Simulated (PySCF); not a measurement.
Gallium: a sound run and one with changed settings

Sound run: Ga [Ar] 3d10 4s2 4p1, Ga⁺ [Ar] 3d10 4s2. Calculation: PySCF 2.14, in cc-pVDZ-PP with ECP10MDF; scalar relativity through the core potential. In the sound run the correlated levels freeze 3s2 3p6 3d10 outside the core potential. The sound run starts from symmetry-adapted Hartree-Fock orbitals and uses a fine grid where one is needed.

A second run was set up differently.

```csv
species,method,sound run (hartree),changed run (hartree),converged
Ga,UHF,-258.29077,-258.29077,yes
Ga,TPSS,-259.37043,-259.37043,yes
Ga,BP86,-259.57559,-259.57559,yes
Ga,MP2,-258.31939,-258.31540,yes
Ga,CCSD(T),-258.33428,-258.33428,yes
Ga⁺,UHF,-258.08810,-258.08810,yes
Ga⁺,TPSS,-259.15325,-259.15325,yes
Ga⁺,BP86,-259.35422,-259.35422,yes
Ga⁺,MP2,-258.11120,-258.10795,yes
Ga⁺,CCSD(T),-258.12336,-258.12336,yes
```

Ionisation energy of Ga:

```
 method  sound run (eV)  changed run (eV)
    UHF           5.515             5.515
   TPSS           5.910             5.910
   BP86           6.024             6.024
    MP2           5.665             5.645
SCS-MP2           5.644             5.627
   CCSD           5.727             5.727
CCSD(T)           5.739             5.739
```

**Question.** What was changed?
A. too few SCF iterations
B. level shift left on
C. all electrons correlated in a valence basis
D. basis contracted for another Hamiltonian

**Answer.** B. It used initial guess atom, at most 50 SCF cycles, level shift 0.1 hartree. A level shift leaves the converged SCF energy unchanged but raises the virtual orbital energies, which shrinks MP2 if it is not removed.
